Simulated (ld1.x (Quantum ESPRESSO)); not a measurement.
**Cl (Z = 17), PAW: configuration errors across variants**

* Element: Cl (Z = 17)
* Generator: ld1.x (Quantum ESPRESSO) 7.5
* Type: PAW
* Functional: PBEsol
* Relativity: non-relativistic
* Frozen core: [Ne]
* Valence charge: 7
* Reference configuration: 3s2 3p5
* Partial waves: 3s (bound): rcut 1.15, rcutus 1.50 bohr; 3s channel at -0.5 Ry: rcut 1.15, rcutus 1.50 bohr; 3p (bound): rcut 1.00, rcutus 1.35 bohr; 3p channel at 1.55 Ry: rcut 1.00, rcutus 1.35 bohr
* Local potential: all-electron potential smoothed inside 1.25 bohr (lloc = -1)
* Core correction: Bessel-smoothed model core inside 0.65 bohr
* Augmentation charge: PSQ, radius 0.85 bohr

All-electron excitation energies from the reference (eV): (1) 3s2 3p4 13.851; (2) 3s2 3p3 39.260; (3) 3s2 3p2 77.521; (4) 3s1 3p6 11.934; (5) 3s1 3p5 26.328; (6) 3s2 3p4.5 5.572; (7) 3s2 3p5.3 -2.133.

3 further variants failed, have other tests or another functional or relativity, and are left out.

Errors AE − PS in meV (a dash: test not solved or not reliable):

```tsv
change	(1)	(2)	(3)	(4)	(5)	(6)	(7)	bound ghosts
base	-0.6	-5.1	-22	-0.1	-0.9	-0.1	0.0	none
local potential all-electron potential smoothed inside 1.16 bohr (lloc = -1)	-0.5	-5.0	-22	-0.1	-0.8	-0.1	0.0	none
type TM semilocal; waves now 3s (bound): rc 1.50 bohr; 3p (bound): rc 1.35 bohr; local potential the p channel	+4.5	+30	+100	-2.5	+1.9	+0.8	+0.2	none
core correction Bessel-smoothed model core inside 0.54 bohr	-0.6	-5.0	-22	-0.1	-0.8	-0.1	0.0	none
wave 3p channel at 1.55 Ry: rcut 1.00, rcutus 1.35 bohr becomes 3p channel at 1.37 Ry: rcut 1.00, rcutus 1.35 bohr	-0.6	-5.1	-22	-0.1	-0.9	-0.1	0.0	none
waves 3s (bound): rcut 1.15, rcutus 1.30 bohr; 3s channel at -0.5 Ry: rcut 1.15, rcutus 1.30 bohr	-0.6	-5.7	-25	-0.2	-1.0	-0.1	0.0	none
waves 3p (bound): rcut 1.00, rcutus 1.78 bohr; 3p channel at 1.55 Ry: rcut 1.00, rcutus 1.78 bohr	-0.5	-4.7	-20	0.0	-0.6	-0.1	0.0	none
```

Q: Give the same row for: local potential all-electron potential smoothed inside 1.45 bohr (lloc = -1).

A: -0.5, -5.1, -23, -0.1, -0.9, -0.1, 0.0; bound ghosts: none.
